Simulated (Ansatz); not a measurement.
A relaxation, step by step

CH₈GeSi, singlet, PBE0-D4/def2-TZVP (Ansatz 0.2.0). Settings:

```yaml
hamiltonian: {xc: pbe0, dispersion: d4}
relax: {f_tol: 0.005, max_steps: 200}
```

Start, a step off a saddle point along its unstable mode:

```csv
atom,x (Å),y (Å),z (Å)
Si1,-0.2175,0.4334,0.7066
Ge2,1.3043,0.8920,-1.3588
H3,-0.3451,1.0806,-0.6498
H4,0.9537,2.3159,-1.7572
H5,0.4809,0.0792,-2.5436
H6,-1.5574,0.9580,1.1730
H7,0.7940,1.0776,1.6141
C8,-0.3169,-1.4288,0.7088
H9,0.6534,-1.9250,0.6702
H10,-0.8503,-1.7435,1.6022
H11,-0.8992,-1.7394,-0.1657
```

| step | energy less the last (meV) | largest force component (eV/Å) |
| --- | --- | --- |
| 1 | 168.5 | 1.607 |
| 2 | 32.4 | 0.429 |
| 3 | 11.8 | 0.103 |
| 4 (rejected trial) | 32.3 | 0.631 |
| 5 | 5.5 | 0.096 |
| 6 | 3.6 | 0.055 |
| 7 | 1.8 | 0.039 |
| 8 | 1.0 | 0.028 |
| 9 | 0.5 | 0.022 |
| 10 | 0.2 | 0.024 |
| 11 | 0.1 | 0.027 |
| 12 | 0.1 | 0.014 |
| 13 | 0.0 | 0.004 |
| 14 | 0.0 | 0.005 |
| 15 | 0.0 | 0.007 |
| 16 | 0.0 | 0.004 |

Step 3, positions (Å) and forces (eV/Å):

```tsv
atom	x	y	z	Fx	Fy	Fz
Si1	-0.276	0.445	0.767	-0.050	-0.041	-0.055
Ge2	1.344	0.803	-1.398	0.020	0.071	0.077
H3	-0.328	1.088	-0.672	0.054	0.012	0.064
H4	1.055	2.304	-1.826	0.011	-0.103	0.000
H5	0.420	0.144	-2.494	-0.066	0.018	-0.092
H6	-1.619	0.959	1.168	0.015	-0.009	-0.020
H7	0.729	1.055	1.663	0.009	0.020	0.006
C8	-0.311	-1.416	0.708	-0.028	-0.008	0.041
H9	0.684	-1.848	0.593	-0.043	0.047	0.013
H10	-0.768	-1.798	1.627	0.055	0.005	-0.063
H11	-0.930	-1.738	-0.135	0.025	-0.010	0.029
```

Step 9, positions (Å) and forces (eV/Å):

```csv
atom,x,y,z,Fx,Fy,Fz
Si1,-0.307,0.436,0.750,0.001,0.007,0.013
Ge2,1.313,0.718,-1.445,-0.008,0.022,-0.003
H3,-0.309,1.118,-0.661,0.003,-0.005,-0.011
H4,1.198,2.267,-1.753,0.000,-0.021,0.011
H5,0.302,0.288,-2.587,0.002,0.001,0.003
H6,-1.663,0.931,1.127,0.003,0.003,-0.002
H7,0.688,1.075,1.640,-0.001,-0.002,-0.009
C8,-0.299,-1.424,0.733,-0.011,-0.008,0.016
H9,0.713,-1.815,0.629,0.002,-0.002,-0.005
H10,-0.734,-1.799,1.664,0.004,0.005,-0.011
H11,-0.904,-1.796,-0.096,0.005,-0.002,0.000
```

Step 14, positions (Å) and forces (eV/Å):

```tsv
atom	x	y	z	Fx	Fy	Fz
Si1	-0.307	0.429	0.737	-0.001	-0.003	0.000
Ge2	1.308	0.717	-1.454	0.001	-0.005	0.000
H3	-0.327	1.086	-0.688	0.000	0.001	0.002
H4	1.212	2.276	-1.702	-0.001	0.004	0.000
H5	0.308	0.339	-2.623	0.000	0.000	-0.002
H6	-1.657	0.935	1.119	-0.001	0.000	-0.001
H7	0.699	1.082	1.604	0.001	0.001	0.000
C8	-0.302	-1.431	0.749	0.001	0.002	-0.003
H9	0.709	-1.824	0.643	0.000	-0.001	0.000
H10	-0.731	-1.793	1.687	0.001	0.001	0.001
H11	-0.911	-1.816	-0.072	-0.001	0.000	0.001
```

Last step (16):

```tsv
atom	x (Å)	y (Å)	z (Å)
Si1	-0.3084	0.4280	0.7354
Ge2	1.3081	0.7168	-1.4549
H3	-0.3282	1.0837	-0.6898
H4	1.2152	2.2768	-1.6969
H5	0.3106	0.3443	-2.6276
H6	-1.6586	0.9340	1.1167
H7	0.6974	1.0824	1.6011
C8	-0.3023	-1.4319	0.7506
H9	0.7083	-1.8244	0.6387
H10	-0.7251	-1.7919	1.6922
H11	-0.9170	-1.8178	-0.0657
```

The run took about 37 s on 4 CPU threads of an Arm Neoverse V2 (shared host).
